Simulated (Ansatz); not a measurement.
Wavefunction ladder for `C[CH2][GaH][CH2]C`

```xyz
16

C     1.157    2.130   -1.376
C     0.262    0.969   -0.959
Ga    0.694    0.118    0.776
C    -0.364   -1.414    1.448
C    -1.505   -1.878    0.550
H     0.861    2.553   -2.341
H     2.202    1.821   -1.465
H     1.132    2.942   -0.644
H    -0.787    1.287   -0.909
H     0.274    0.178   -1.719
H     1.900    0.668    1.641
H     0.339   -2.235    1.637
H    -0.739   -1.138    2.441
H    -2.235   -1.082    0.379
H    -1.144   -2.190   -0.434
H    -2.048   -2.727    0.977
```

The species carries charge 0 and has multiplicity 1. Correlated methods include outer-core shells of Ga, which these sets cover unevenly. Scalar relativity is left out up to krypton. The structure was optimised at the PBE0-D4/def2-TZVP level. It is one conformer, not always the lowest. Frozen core, restricted reference, Ansatz.

```tsv
basis	HF (Eh)	MP2 corr.
def2-SVP	-2080.74760	-0.80102
def2-TZVPP	-2081.16686	-0.94810
def2-QZVPP	-2081.21466	-1.24043
```

Problem. Estimate the CCSD correlation energy and the (T) correction in each basis where they were run (hartree).

Solution. 
```json
{"basis": "def2-SVP", "CCSD corr.": "-0.85739", "(T)": "-0.02614"}
```
